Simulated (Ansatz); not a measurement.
Consider the redistribution: `[F][SbH][SeH]` + `CC[SiH3]` → `[F][SbH][SiH3]` + `CC[SeH]`.

Program: Ansatz. Geometries: PBE0-D4/def2-TZVP. ΔE: electronic, gas phase. CCSD(T)/CBS adds triple-zeta CCSD(T) − MP2 to the extrapolated MP2 energy (def2 sets, frozen cores). Functionals use def2-TZVPP. B3LYP here is the variant with VWN-RPA as its local correlation; programs differ in this. Elements past krypton have def2 core potentials. For Sb, Se outer-core shells are correlated without core-valence functions, which leaves a few kJ/mol of doubt a bond. Scalar relativity is left out up to krypton. One conformer a species, not always the lowest.

`[F][SbH][SeH]`:

```xyz
5

F    -1.107    0.668    1.539
Sb    0.364   -0.479    1.074
Se   -0.375   -1.179   -1.253
H     1.288    0.839    0.481
H    -0.169    0.150   -1.840
```

`CC[SiH3]`:

Z-matrix (Å, degrees):
```
C
C 1 1.526
H 1 1.093 2 111.4
H 1 1.093 2 111.6 3 120.1
H 1 1.093 2 111.4 3 -119.8
Si 2 1.876 1 113.4 3 59.9
H 2 1.095 1 110.5 3 -178.6
H 2 1.095 1 110.5 3 -61.7
H 6 1.489 2 110.4 1 -59.6
H 6 1.489 2 110.4 1 59.7
H 6 1.489 2 111.1 1 -180.0
```

`[F][SbH][SiH3]`:

```xyz
7

F    -0.439   -1.674    1.772
Sb    0.849   -0.271    1.462
Si    0.046    0.170   -0.962
H    -0.191    0.980    2.010
H    -1.436    0.209   -1.027
H     0.564   -0.893   -1.862
H     0.608    1.480   -1.393
```

`CC[SeH]`:

Cartesian coordinates in Å:
```
C 0.801 -0.471 -0.318
C -0.661 -0.211 -0.034
Se -0.973 1.066 1.417
H 0.908 -1.221 -1.109
H 1.317 -0.834 0.572
H 1.308 0.438 -0.650
H -1.169 -1.115 0.305
H -1.191 0.150 -0.915
H -0.340 2.199 0.731
```

```json
{"level": "revPBE-D4", "ΔE (kJ/mol)": "83.2", "difference from CCSD(T)/CBS": "-3.6"}
{"level": "B3LYP-D4", "ΔE (kJ/mol)": "88.2", "difference from CCSD(T)/CBS": "1.4"}
{"level": "r2SCAN0-D4", "ΔE (kJ/mol)": "88.4", "difference from CCSD(T)/CBS": "1.6"}
{"level": "BHLYP-D4", "ΔE (kJ/mol)": "89.6", "difference from CCSD(T)/CBS": "2.8"}
{"level": "PBE", "ΔE (kJ/mol)": "83.1", "difference from CCSD(T)/CBS": "-3.7"}
{"level": "r2SCANh", "ΔE (kJ/mol)": "88.7", "difference from CCSD(T)/CBS": "1.9"}
{"level": "BHLYP", "ΔE (kJ/mol)": "89.3", "difference from CCSD(T)/CBS": "2.5"}
{"level": "HF/def2-TZVPP", "ΔE (kJ/mol)": "88.1", "difference from CCSD(T)/CBS": "1.3"}
{"level": "HF/CBS(def2)", "ΔE (kJ/mol)": "90.0", "difference from CCSD(T)/CBS": "3.2"}
{"level": "MP2/CBS(def2)", "ΔE (kJ/mol)": "91.3", "difference from CCSD(T)/CBS": "4.5"}
{"level": "CCSD(T)/CBS", "ΔE (kJ/mol)": "86.8", "difference from CCSD(T)/CBS": "0"}
```

Largest T1 diagnostic among the species: 0.014.

In def2-TZVPP, CCSD(T) changes the Hartree–Fock value by −8.0 kJ/mol (the triples alone add −0.1 kJ/mol) and MP2 by −3.5 kJ/mol. At CCSD(T), def2-SVP lies −3.6 kJ/mol from the extrapolated value and def2-TZVPP −6.7 kJ/mol.
